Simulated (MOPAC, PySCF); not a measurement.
Dimer: HF (SMILES F) (first 2 atoms) with CH4S (SMILES CS); geometry from B3LYP-D3(BJ)/def2-TZVP, rigid monomers moved along the line of their centres of mass till H2···S4 is 2.49 Å.
(charge 0, multiplicity 1):
```xyz
8

F      0.3113     0.5176    -0.5861
H      0.4766     0.0595     0.2238
C      0.2421     1.1275     3.1325
S      0.6395    -0.5800     2.6246
H     -0.1251     1.1484     4.1554
H      1.1765     1.6821     3.0754
H     -0.4775     1.5743     2.4515
H     -0.6076    -1.0754     2.6918
```

Monomers are frozen at their geometry in the pair; levels with a basis set take the counterpoise correction. Rows marked so take none.

Rows in 3-21G, 6-31G* carry no dispersion term and start afresh at each structure (6-31G* with six Cartesian d functions). The state that PM3, PM6 reach isn't checked.

The values were computed with MOPAC for PM3, PM6 (differences of heats of formation); PySCF for 3-21G rows, 6-31G* rows. 

**Question.** One of these levels gives -179.6 meV for the interaction energy. Which?
(A) PM6
(B) PM3
(C) HF/3-21G (no counterpoise)
(D) HF/6-31G*

**Answer.** D, HF/6-31G*. The others give -115.1 (PM3), -84.5 (PM6), -240.7 (HF/3-21G (no counterpoise))
